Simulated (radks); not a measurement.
Species: Ir. Configuration: [Xe] 4f14 5d6.5 6s1.5 6p1 (fractional occupations, a model configuration). Method: scalar-relativistic Kohn-Sham, BLYP, spin-polarised, spherical densities, finite nucleus; open shells are filled with parallel spins first (spin-orbit coupling, left out, can overturn this in heavy ions); Fermi nuclear charge, rms radius 5.4032 fm; computed with a radial shooting solver on a logarithmic mesh with Libxc functionals.

Unscreened Slater integrals over Kohn-Sham orbitals (eV). They are taken over the spin-up orbitals.

integral     value
F0(6p,6p)   6.0895
F2(6p,6p)   3.1666
F0(6p,6s)   7.0871
G1(6p,6s)   3.9696
F0(6p,5d)   7.7206
F2(6p,5d)   2.2563
G1(6p,5d)   1.1232
G3(6p,5d)  0.84941
F0(6p,5p)   7.9624
F2(6p,5p)   1.4647
G0(6p,5p)  0.23639
G2(6p,5p)  0.31427
F0(6s,6s)   8.9428
F0(6s,5d)   10.562
G2(6s,5d)   2.6804
F0(6s,5p)   11.199
G1(6s,5p)  0.80816
F0(5d,5d)   14.917
F2(5d,5d)   7.6288
F4(5d,5d)   5.0086
F0(5d,5p)   17.352
F2(5d,5p)   8.3761
G1(5d,5p)   9.9333
G3(5d,5p)   6.1239
F0(5p,5p)   21.618
F2(5p,5p)   11.650

Derived for the open shells (J is the average intra-shell exchange parameter used in DFT+U). 5d: Racah B = F2/49 - 5 F4/441 = 0.09890 eV, C = 35 F4/441 = 0.3975 eV, C/B = 4.02, F4/F2 = 0.657, J = (F2 + F4)/14 = 0.9027 eV. 6p: J = F2/5 = 0.6333 eV.
